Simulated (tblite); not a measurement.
Compound: C4H8ClFSi2.
Atom-mapped SMILES: `[F:1][CH2:2][CH2:3][SiH2:4][C:5]#[C:6][SiH2:7][Cl:8]` (hydrogens: H9, H10 on C2; H11, H12 on C3; H13, H14 on Si4; H15, H16 on Si7)

The geometry is computed with GFN2-xTB (gas phase).

**Question.** Give the optimised bond lengths and angles.

**Answer.** 
| bond | length (pm) |
| --- | --- |
| F1–C2 | 137.8 |
| C2–C3 | 151.7 |
| C3–Si4 | 191.2 |
| Si4–C5 | 185.5 |
| C5≡C6 | 121.2 |
| C6–Si7 | 184.9 |
| Si7–Cl8 | 202.6 |
| C2–H9, C2–H10 | 109.6 |
| C3–H11, C3–H12 | 109.0 |
| Si4–H13, Si4–H14 | 146.5 |
| Si7–H15, Si7–H16 | 146.0 |

Bonds in one row agree within 1 pm and their mean is given. A selection of angles:
| angle | degrees |
| --- | --- |
| F1–C2–C3 | 110.5 |
| F1–C2–H9 | 106.5 |
| C3–C2–H9 | 111.5 |
| H9–C2–H10 | 109.8 |
| C2–C3–Si4 | 112.4 |
| C2–C3–H11 | 108.8 |
| C2–C3–H12 | 107.6 |
| Si4–C3–H11 | 110.2 |
| H11–C3–H12 | 107.2 |
| C3–Si4–C5 | 105.2 |
| C3–Si4–H13 | 108.9 |
| C3–Si4–H14 | 111.4 |
| C5–Si4–H13 | 109.1 |
| H13–Si4–H14 | 112.5 |
| Si4–C5–C6 | 177.3 |
| C5–C6–Si7 | 178.4 |
| C6–Si7–Cl8 | 107.4 |
| C6–Si7–H15 | 109.7 |
| Cl8–Si7–H15 | 108.6 |
| H15–Si7–H16 | 113.0 |

Torsions: F1–C2–C3–Si4 -60° (synclinal); C2–C3–Si4–C5 -61° (synclinal). The mirror-image conformer, all signs reversed, is as good.

Of the pairs four or more bonds apart, C5···H9 is among the closest relative to their van der Waals radii: 2.95 Å, 102 % of the sum of Bondi's values. Si4 (SiH2 silicon) is distorted tetrahedral (angles from 105.2° to 112.5°). Si7 (chlorine-bound silicon) is distorted tetrahedral (angles from 107.4° to 113.0°). The C–Si distances run from 1.849 Å (C6–Si7, drawn single) to 1.912 Å (C3–Si4, drawn single), a spread of 0.063 Å. The 2 C–C bonds span 1.212 Å (C5≡C6, drawn triple) to 1.517 Å (C2–C3, drawn single), a spread of 0.305 Å.

Point group: C1 (no symmetry element, even within 0.4 Å). Its lowest GFN2-xTB frequency is 7 cm⁻¹, too small to tell a flat minimum from a shallow saddle. The numbers are those of one conformer. 3 starts were optimised and ended at 0.00, 1.13 and 1.43 kcal/mol (GFN2-xTB); the lowest of these is shown.
